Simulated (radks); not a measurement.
Correlation energies from several functionals, in hartree. Species: Kr [Kr]; Ga3+ [Ar] 3d10; Nb31+ [Ne]. Calculated with a radial shooting solver on a logarithmic mesh with Libxc functionals: non-relativistic Kohn-Sham, LDA (Slater exchange, Perdew-Wang correlation), spin-polarised, spherical densities, point nucleus. Every spin shell is full or empty, so the densities are truly spherical. Functionals are evaluated on that one density, not self-consistently.

functional,Kr,Ga3+,Nb31+
PW92,-3.2683,-2.6242,-1.2395
VWN5,-3.2829,-2.6368,-1.2439
PZ,-3.2664,-2.6200,-1.2434
Wigner,-1.9084,-1.5079,-0.55614
Chachiyo,-3.2207,-2.5860,-1.2311
PBEsol,-2.0131,-1.5828,-0.52720
LYP,-1.7497,-1.3898,-0.48654
PW91,-1.9101,-1.5060,-0.53218
AM05,-3.0200,-2.4218,-1.1235
OP (B88),-1.6891,-1.3566,-0.50727
TPSS,-1.7660,-1.3881,-0.44402
SCAN,-1.7599,-1.3842,-0.43037
r2SCAN,-1.7741,-1.3921,-0.43527
B95,-2.1110,-1.6702,-0.67499
Tao-Mo,-1.6838,-1.3227,-0.40504
